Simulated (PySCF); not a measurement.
Highest orbital energy against ionisation energy along the second row

Calculated with PySCF 2.14, no spin-orbit coupling. Each cell gives −ε(HOMO) / ΔSCF in eV; NIST values include spin-orbit coupling, (s) semi-empirical, (t) theoretical.

```tsv
species	UHF	LDA	PBE	PBE0	r2SCAN	NIST (lowest levels)
B²⁺ (aug-cc-pVDZ, non-relativistic)	37.723 / 37.722	32.340 / 37.751	32.661 / 38.147	34.031 / 38.104	32.931 / 37.747	37.931
C²⁺ (aug-cc-pVDZ, non-relativistic)	46.096 / 45.825	40.205 / 46.962	40.444 / 47.149	42.095 / 47.090	40.721 / 46.652	47.888
N²⁺ (aug-cc-pVDZ, non-relativistic)	47.975 / 47.313	38.592 / 47.865	38.881 / 48.067	41.276 / 48.041	39.763 / 48.213	47.445 (s)
O²⁺ (aug-cc-pVDZ, non-relativistic)	55.723 / 54.634	44.996 / 55.449	45.106 / 55.353	47.906 / 55.370	46.112 / 55.640	54.936 (s)
F²⁺ (aug-cc-pVDZ, non-relativistic)	63.777 / 62.231	51.612 / 63.205	51.597 / 62.925	54.809 / 62.975	52.789 / 63.197	62.708 (s)
Ne²⁺ (aug-cc-pVDZ, non-relativistic)	63.935 / 61.710	52.127 / 63.623	52.526 / 63.890	55.684 / 63.705	53.320 / 63.550	63.423
```

Problem. How far is −ε(HOMO) from ΔSCF on average for each method, and why?

Solution. UHF 0.97 eV; LDA -9.16 eV; PBE -9.05 eV; PBE0 -6.58 eV; r2SCAN -8.23 eV. Hartree-Fock orbital energies lack relaxation and so exceed the ΔSCF value; semilocal functionals have convex E(N) from self-interaction, so their HOMO lies far too high; exact exchange moves hybrids part of the way back.
